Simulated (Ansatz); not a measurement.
Isolated molecules relaxed with PBE0-D4/def2-TZVP in Ansatz; ΔE leaves out vibrations. CCSD(T)/CBS adds triple-zeta CCSD(T) − MP2 to the extrapolated MP2 energy (def2 sets, frozen cores). Functionals use def2-TZVPP. For Ge outer-core shells are correlated without core-valence functions, which leaves a few kJ/mol of doubt a bond. Scalar relativity is left out up to krypton.

`C[C]1=[CH][GeH2]1` → `C=C=[CH][GeH3]`  (isomerisation)

CCSD(T)/CBS gives -7.4 kcal/mol.

(1) Another level gave -5.8 kcal/mol. Which?
A. HF/def2-TZVPP
B. PBE0/def2-TZVPP
C. CCSD(T)/def2-TZVPP
D. MP2/def2-TZVPP

Largest T1 diagnostic among the species: 0.012.

## Answers

(1) D. MP2/def2-TZVPP -5.8, CCSD(T)/def2-TZVPP -8.8, PBE0 -7.5, HF/def2-TZVPP -15.2 kcal/mol.

From PBE to PBE0 (25 % exact exchange), in def2-TZVPP and without D4, ΔE moves by +1.0 kcal/mol. In def2-TZVPP, CCSD(T) changes the Hartree–Fock value by +6.4 kcal/mol (the triples alone add +0.8 kcal/mol) and MP2 by +9.3 kcal/mol.
